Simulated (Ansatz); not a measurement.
Coupled-cluster diagnostics for CeF3, Ansatz.

Geometry of the doublet (PBE-D4/def2-SVP):

```xyz
4

Ce   -0.1937    0.0455    0.5005
F     1.3249    1.4044    0.1917
F    -1.6819    0.4011   -0.8804
F     0.5506   -1.8510    0.1882
```

In the def2 sets Ce takes a core potential; there is no spin–orbit coupling. Correlated methods freeze 7 core orbitals; core or outer-core shells of Ce are correlated, in sets that lack core-valence functions. With an open 4f shell the SCF may have ended on a state above the lowest.

Q: Estimate the CCSD(T) correlation energy, the shares of MP2 and (T), T1 and the reference's ⟨S²⟩ for: charge 0, doublet, own geometry in def2-TZVP; and the rough time on 4 threads of Arm Neoverse V1 on a shared host.

A: 
```csv
state,basis,correlation (eV),MP2 share (%),(T) share (%),T1,⟨S²⟩ (pure),wall time
"charge 0, doublet, own geometry",def2-TZVP,-44.551,101.5,2.8,0.023,0.75 (0.75),18 min
```
Customary marks for T1 are 0.02 (closed shells), 0.045 (open shells) and about 0.05 (3d metals). T1 exceeds 0.02 in 1 of 1 rows and 0.045 in 0; the higher it lies, the less the single-reference result can be trusted.
